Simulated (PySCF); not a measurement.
A GIAO shielding run with PySCF (density fitting, non-relativistic, gas phase) on SMILES CNC[C@@H]([SiH3])[Si@H](N)F, C₃H₁₃FN₂Si₂:

```
$ OMP_NUM_THREADS=1 python probes_run.py task.json out

{"job": {"kind": "nmr", "xc": "PBE0", "basis": "pcSseg-1"}, "charge": 0, "multiplicity": 1}
C      2.948912     0.335463     0.622103
N      1.807245    -0.248876    -0.048281
C      0.649697     0.620136    -0.126180
C     -0.511957    -0.192635    -0.678828
Si    -0.420291    -1.910576     0.163724
Si    -2.161015     0.711069    -0.525032
N     -2.638623     0.781814     1.119548
F     -3.332969    -0.155198    -1.219331
H      3.290014     1.275641     0.162441
H      3.771958    -0.377021     0.612987
H      2.679670     0.541180     1.658625
H      2.070141    -0.535833    -0.986684
H      0.424178     0.944128     0.894822
H      0.836318     1.530983    -0.725454
H     -0.330724    -0.347901    -1.747573
H     -0.138251    -1.740300     1.587738
H      0.598754    -2.748445    -0.473971
H     -1.713840    -2.582970    -0.001758
H     -2.205170     1.962350    -1.285633
H     -2.030886     1.178122     1.814037
H     -3.602080     0.975812     1.336932
```

Hardware: 1 thread of an Arm Neoverse N1, shared host. The job also computes population analyses, field gradients.

Question: How large is the calculation?

Answer: 82 electrons, 215 basis functions and 1154 auxiliary functions.

Question: How long does it take, and how much memory does it need?

Answer: 77 s of wall time, with 13 SCF cycles and 4 response iterations; peak memory 0.96 GiB. Times on a shared host scatter by some tens of per cent.
